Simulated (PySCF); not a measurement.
CH4MgS2, SMILES [S](C)[Mg][SH]. Atoms are numbered in the order given.

```xyz
8

Mg    -0.3413     0.1740     0.3444
S     -2.0863     1.6395     0.7118
H     -1.2657     2.6243     1.1449
S      1.3671    -1.3335     0.0085
C      1.8345    -1.0781    -1.7455
H      1.0083    -1.3057    -2.4335
H      2.6557    -1.7756    -1.9606
H      2.1982    -0.0586    -1.9356
```
Charge 0, spin multiplicity 1.

Coordinates come from a PBE0-D3(BJ)/def2-SVP optimisation. One conformer was computed; it need not be the lowest.

Calculation: PySCF with PBE0/pcSseg-1.

GIAO shieldings, no solvent; atoms alike by connectivity are averaged. δ = σ(ref) − σ: ³³S against H2S (σ = 716.7 ppm); ¹H against TMS (σ = 31.56 ppm); ¹³C against TMS (σ = 186.3 ppm), references at their B3LYP-D3(BJ)/def2-TZVP geometries, non-relativistic.

Computed chemical shifts:
```tsv
nucleus	atoms	count	δ (ppm)
³³S	S4	1	-10.2
³³S	S2	1	-112.7
¹H	H6, H7, H8	3	2.29
¹H	H3	1	-0.66
¹³C	C5	1	11.9
```
